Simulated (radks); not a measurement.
Spherical quantum dot in the effective-mass picture: electrons in a hard-walled sphere of radius 4, all in effective atomic units (hartree* = m*/eps^2 hartree, bohr* = eps/m* bohr), one dielectric constant everywhere. Calculated with a radial shooting solver with Libxc functionals: non-relativistic Kohn-Sham, r2SCAN, spin-polarised, spherical densities, generalised Kohn-Sham scheme. Levels are named by radial order and angular momentum (1s, 1p, 1d, 2s, ...), and open shells are averaged over m.

N = 7, configuration 1s2 1p(up 3, down 2). This is the lowest configuration that the search found. Occupied and some empty levels:

level,occupation,eigenvalue (hartree*),<r> (bohr*)
1s up,1,2.5048,2.400
1s down,1,2.5311,2.391
1p up,3,2.7327,2.592
1p down,2,2.7641,2.589
1d up,0,3.0865,2.733
1d down,0,3.1233,2.733
1f up,0,3.5466,2.841
2s up,0,3.5653,1.881
1f down,0,3.5893,2.842
2s down,0,3.5926,1.883

Energy (hartree*): total 10.7344, kinetic 4.1294, external 0, Hartree 8.7463, exchange-correlation -2.1413.

Electron density:

r (bohr*),n(r) (e/bohr*^3)
0.304,0.01443
0.603,0.01822
0.903,0.02433
1.20,0.03236
1.50,0.04126
1.80,0.04938
2.10,0.05460
2.40,0.05470
2.70,0.04808
3.00,0.03530
3.30,0.01977
3.60,0.006771
3.90,0.0004281
